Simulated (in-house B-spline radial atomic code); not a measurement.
RPA and G0W0 for Xe IV (Xe3+), [Kr] 4d10 5s2 5p3, highest spin, as one setting changes: the share of exact exchange in the PBE hybrid start. A dash marks a level of low quasi-particle weight. Computed with an all-electron radial atomic-structure program (B-spline basis): all electrons, scalar-relativistic (spin-free one-electron X2C), finite nucleus, each spin shell either full or empty, empty states to l = 9 with an (l + 1/2)⁻⁴ tail; G0W0 by contour deformation at full frequency.

Spin-orbit coupling, left out, splits p levels strongly here.

```json
{"share of exact exchange in the PBE hybrid start": "0", "mean-field level (eV)": "-38.08", "G0W0 level (eV)": "5p up -43.74", "RPA correlation (Eh)": "-4.0738"}
{"share of exact exchange in the PBE hybrid start": "0.1", "mean-field level (eV)": "-38.70", "G0W0 level (eV)": "5p up -43.79", "RPA correlation (Eh)": "-4.0379"}
{"share of exact exchange in the PBE hybrid start": "0.2", "mean-field level (eV)": "?", "G0W0 level (eV)": "?", "RPA correlation (Eh)": "?"}
{"share of exact exchange in the PBE hybrid start": "0.3", "mean-field level (eV)": "-39.95", "G0W0 level (eV)": "5p up -43.87", "RPA correlation (Eh)": "-3.9696"}
{"share of exact exchange in the PBE hybrid start": "0.4", "mean-field level (eV)": "-40.57", "G0W0 level (eV)": "5p up -43.90", "RPA correlation (Eh)": "-3.937"}
{"share of exact exchange in the PBE hybrid start": "0.5", "mean-field level (eV)": "-41.20", "G0W0 level (eV)": "5p up -43.93", "RPA correlation (Eh)": "-3.9054"}
{"share of exact exchange in the PBE hybrid start": "0.6", "mean-field level (eV)": "-41.82", "G0W0 level (eV)": "5p up -43.95", "RPA correlation (Eh)": "-3.8747"}
{"share of exact exchange in the PBE hybrid start": "0.7", "mean-field level (eV)": "?", "G0W0 level (eV)": "?", "RPA correlation (Eh)": "?"}
{"share of exact exchange in the PBE hybrid start": "0.8", "mean-field level (eV)": "-43.08", "G0W0 level (eV)": "5p up -43.99", "RPA correlation (Eh)": "-3.8158"}
{"share of exact exchange in the PBE hybrid start": "0.9", "mean-field level (eV)": "-43.70", "G0W0 level (eV)": "5p up -44.00", "RPA correlation (Eh)": "-3.7875"}
{"share of exact exchange in the PBE hybrid start": "1", "mean-field level (eV)": "-44.33", "G0W0 level (eV)": "5p up -44.02", "RPA correlation (Eh)": "-3.7598"}
```

Question: What belongs in the row for 0.2?

Answer: mean-field level (eV): -39.32; G0W0 level (eV): 5p up -43.83; RPA correlation (Eh): -4.0032.

Question: What belongs in the row for 0.7?

Answer: mean-field level (eV): -42.45; G0W0 level (eV): 5p up -43.97; RPA correlation (Eh): -3.8449.

Question: At what share of exact exchange does G0W0 leave the highest level unchanged?

Answer: Near 0.95, where the shift changes sign (-0.301 eV at 0.9, +0.311 eV at 1).
